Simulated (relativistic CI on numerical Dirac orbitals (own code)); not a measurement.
Sc³⁺ in a cubic cluster: 2p photoemission with charge transfer

Computed with a charge-transfer multiplet model of a cubic metal-ligand cluster with up to 2 ligand holes, Slater and spin-orbit integrals from Dirac-Coulomb-Breit ions, Slater integrals scaled by 0.7. The parameters are those of a tetrahedral site (10Dq negative, t2 hopping the larger). The ground state mixes d0 with configurations of k ligand holes L, whose averages lie at kΔ + k(k − 1)U_dd/2; a core hole lowers each added d electron by U_cd. 300 K, Lorentzian 0.6 eV and Gaussian 0.8 eV FWHM.

Atomic integrals in eV (Slater integrals scaled, ζ unscaled), ground: F2dd 4.121, F4dd 2.525, zeta_d 0.005; with the core hole: F2dd 4.121, F4dd 2.525, zeta_d 0.020, zeta_core 3.003, F2cd 3.598, G1cd 2.586, G3cd 1.465. Where a configuration has fewer than two d electrons, the dd integrals are those of d2.

Cluster parameters (eV): U_dd = 4.6, U_cd = 5.3, 10Dq = -0.15, 10Dq(ligand) = 0, V(eg) = 1.5, V(t2g) = -2.55, final-state hopping factor = 1.

```csv
Case,n_d,d0,d1L,d2L2,S
Δ = 2.2 eV,0.79,0.35,0.51,0.14,0.00
Δ = 3.2 eV,0.72,0.40,0.48,0.12,0.00
Δ = 4.2 eV,0.64,0.45,0.45,0.10,0.00
```

Weights, n_d and S are thermal averages at 300 K. Binding energies count from the first peak over 30 % of the highest in each spectrum, which can be another peak from case to case. The parameters are a model scan and need not match a compound or its usual spin state. Peaks in eV (height, largest 100):
- Δ = 2.2 eV: 0.0 (100), 4.2 (37), 13.1 (8)
- Δ = 3.2 eV: 0.0 (100), 4.3 (40), 12.8 (8)
- Δ = 4.2 eV: 0.0 (100), 4.3 (43), 12.4 (8)

Curve for Δ = 2.2 eV (points under 2 left out, the grid thinned):

```
E (eV)  Intensity
  -2.8        2.1
  -2.5        2.6
  -2.2        3.4
  -1.9        4.6
  -1.6        6.8
  -1.2       13.1
  -0.9       25.3
  -0.6       50.5
  -0.3       84.3
   0.0      100.0
   0.3       80.3
   0.6       46.7
   0.9       23.5
   1.2       12.7
   1.6        7.2
   1.9        5.6
   2.2        4.8
   2.5        4.8
   2.8        5.7
   3.1        8.3
   3.4       14.4
   3.7       24.5
   4.0       34.1
   4.4       35.3
   4.7       29.1
   5.0       22.8
   5.3       18.3
   5.6       14.6
   5.9       10.7
   6.2        7.4
   6.5        5.3
   6.9        3.6
   7.2        2.5
  12.2        2.4
  12.5        4.0
  12.8        6.2
  13.1        7.6
  13.4        6.8
  13.7        4.5
  14.0        2.6
  17.1        2.5
  17.4        3.0
  17.7        3.2
  18.0        2.9
  18.3        2.1
```

A d0 ion has no d-d gap: its lowest excitations are ligand-to-metal charge transfer. With the core hole the configuration with one ligand hole lies at Δ − U_cd = -3.1, -2.1, -1.1 eV from the one without, in the order of the table; where this is negative the screened configuration lies lower, though the effective hopping of about 6.6 eV (from the holes of the mixed ground state) mixes the two strongly wherever it is as large as the gap.

With at most 2 ligand holes the space is cut while the next configuration still counts, so covalency is underestimated, and a final configuration with one more ligand hole, which can lie low, is missing from the spectra.
